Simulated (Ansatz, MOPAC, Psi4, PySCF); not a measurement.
Species: 1,1-difluoroethane, C2H4F2, charge 0, multiplicity 1. SMILES: CC(F)F
Coordinates optimised at B3LYP-D3(BJ)/def2-TZVP (Ansatz, a program for electronic structure):
```
C
F 1 1.3715
F 1 1.3715 2 106.89
H 1 1.0926 2 107.35 3 114.92
C 1 1.5017 4 114.35 3 122.69
H 5 1.0898 1 109.82 4 -59.97
H 5 1.0898 6 109.06 1 -120.39
H 5 1.0899 6 109.32 7 -119.48
```

Quantity: size of the dipole moment, in D. Set-up: no dispersion term unless named; six Cartesian d functions in 6-31G* and its kin unless marked 5d; non-relativistic; 6-311+G** with 5d; no spin-orbit coupling. First-principles rows: single points at B3LYP-D3(BJ) geometries (Ansatz). Semi-empirical rows: dipoles at the shared geometry.

Measured values: NIST CCCBDB, as tabulated in the package chemicals; dipoles are vibrational averages. 

Value to compare with, the measured value: 2.27 D.

| level | program | size of the dipole moment (D) | error |
|---|---|---|---|
| PM6 | MOPAC | 2.24 | -0.03 |
| SVWN5/6-31G* | Ansatz | 1.90 | -0.37 |
| PBE/6-31G* | Ansatz | 1.83 | -0.44 |
| PBE/6-311+G** | Ansatz | 2.34 | 0.07 |
| BLYP/6-31G* | Ansatz | 1.83 | -0.44 |
| BP86/6-31G* (5d) | PySCF | 1.86 | -0.41 |
| B3LYP/6-31G | Ansatz | 2.42 | 0.15 |
| B3LYP/cc-pVDZ | Ansatz | 2.07 | -0.20 |
| PBE0/6-311+G** | Ansatz | 2.47 | 0.20 |
| M06-2X/6-311+G** | PySCF | 2.55 | 0.28 |
| wB97X-D/6-31G* | Psi4 | 2.08 | -0.19 |
| wB97X-D/6-311+G** | Psi4 | 2.50 | 0.23 |
| B3PW91/6-31G* (5d) | PySCF | 2.02 | -0.25 |

5 of the 13 habitual levels lie above the measured value; their mean absolute error is 0.25 D, the median 0.23.

The levels are drawn from those run, B3LYP/6-31G* more often than the rest, none by its result; left out are runs that failed, that the program found above a lower state of the same kind, or whose <S^2> lies over 0.5 above the pure value.
